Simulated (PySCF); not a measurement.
A structure optimised at PBE-D3(BJ)/def2-SVP, used in a PySCF frequency run:

```xyz
14

C      1.9791    -0.0595     0.6747
O      1.2309    -0.0744    -0.5234
Si    -0.4560    -0.0592    -0.5259
C     -1.1543     1.5534     0.1491
N     -1.0747    -1.3354     0.4779
H      1.5357    -0.7220     1.4537
H      2.0591     0.9671     1.1046
H      3.0096    -0.4151     0.4628
H     -0.7575    -0.2252    -1.9870
H     -2.2542     1.6072     0.0142
H     -0.7044     2.4180    -0.3791
H     -0.9350     1.6655     1.2311
H     -1.0223    -2.3188     0.2083
H     -1.8205    -1.1675     1.1538
```

### Question
Write its SMILES and formula.

### Answer
CO[Si@H](C)N, C₂H₉NOSi

### Question
What are its rotational constants (standard atomic weights)?

### Answer
4.8444, 3.0049, 2.3880 GHz
